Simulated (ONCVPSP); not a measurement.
**Before and after: ONCV potential for antimony (Sb)**

```json
{
 "Element": "Sb (Z = 51)",
 "Generator": "ONCVPSP 4.0.1",
 "Type": "optimised norm-conserving Vanderbilt (ONCV)",
 "Functional": "PBE",
 "Relativity": "scalar-relativistic",
 "Frozen core": "[Kr]",
 "Valence charge": "15",
 "Reference configuration": "4d10 5s2 5p1 (charge +2)",
 "Partial waves": "5s: rc 1.75 bohr, ncon 3, nbas 8, qcut 3 1/bohr, 2 projectors, debl 4 Ha; 5p: rc 1.95 bohr, ncon 4, nbas 7, qcut 5 1/bohr, 1 projector; 4d: rc 1.10 bohr, ncon 5, nbas 10, qcut 8.8 1/bohr, 1 projector; f scattering state at 0.27 Ha: rc 2.05 bohr, ncon 4, nbas 7, qcut 6 1/bohr, 1 projector",
 "Local potential": "polynomial inside 0.90 bohr (lpopt 5, dvloc0 3 Ha)",
 "Core correction": "Teter function fitted to the true core (icmod 2), fcfact 0.45"
}
```

All-electron outer shells of the reference configuration (PBE, scalar-relativistic, ld1.x):

```tsv
shell	level (eV)	outermost node (bohr)	outermost maximum (bohr)
4s	-167.28	0.39	0.73
4p	-120.22	0.39	0.76
4d	-51.86	0.38	0.84
5s	-29.42	0.95	1.83
5p	-20.08	1.03	2.16
```

Change: local potential polynomial inside 0.75 bohr (lpopt 5, dvloc0 0 Ha).

Cutoffs: the cutoffs (Ha) at which the residual kinetic energy of the hardest occupied pseudo-wave falls to 1 and 0.1 mHa per electron; they do not see the model core or the augmentation charge, which bear on the density cutoff. Errors are all-electron minus pseudo energies relative to the spin-unpolarised reference configuration.

**Question.** What does the change do?

**Answer.** The potential gets neither clearly harder nor softer (72 Ha and 278 Ha → 72 Ha and 278 Ha); both files keep a bound ghost (p, s); of the 4 tests that both files solve, the error grows in 2 and shrinks in 0 by more than 15 % and 0.3 meV (median size 11.4 → 14.3 meV); the range in which the s phases agree narrows (upper end 4.6 → 3.2).

| quantity | base | changed |
| --- | --- | --- |
| cutoff, loose | 72 Ha | 72 Ha |
| cutoff, tight | 278 Ha | 278 Ha |
| bound ghosts | s, p | s, p |
| GHOST(+) flags under 300 eV | s at 156.6 eV | s at 87.3 eV, f at 87.9 eV |
| error for 4d10 5s2 5p3, meV [ΔE -24.29 eV] | +16 | +20 |
| error for 4d10 5s2 5p2, meV [ΔE -15.97 eV] | +7.0 | +8.3 |
| error for 4d10 5s2 5p0, meV [ΔE 24.41 eV] | -2.5 | -2.3 |
| error for 4d9 5s2 5p3, meV [ΔE 16.45 eV] | -392 | -378 |
| s: phases at 1.78 bohr within 0.05 rad from the reference energy up to (Ha; the scan ends near 5) | 4.6 | 3.2 |
| p: phases at 1.98 bohr within 0.05 rad from the reference energy up to (Ha; the scan ends near 5) | 1.3 | 0.5 |
| d: phases at 1.11 bohr within 0.05 rad from the reference energy up to (Ha; the scan ends near 5) | to the end of the scan | to the end of the scan |
| f: phases at 2.08 bohr within 0.05 rad from the reference energy up to (Ha; the scan ends near 5) | 1.2 | 1.2 |
| rms error of d²Exc/dni dnj with the model core, mHa | 0.79 | 0.79 |

 A true bound ghost makes a file unfit for plane-wave use even where its test errors are small: the radial tests pick states by their node count and pass the ghost by.
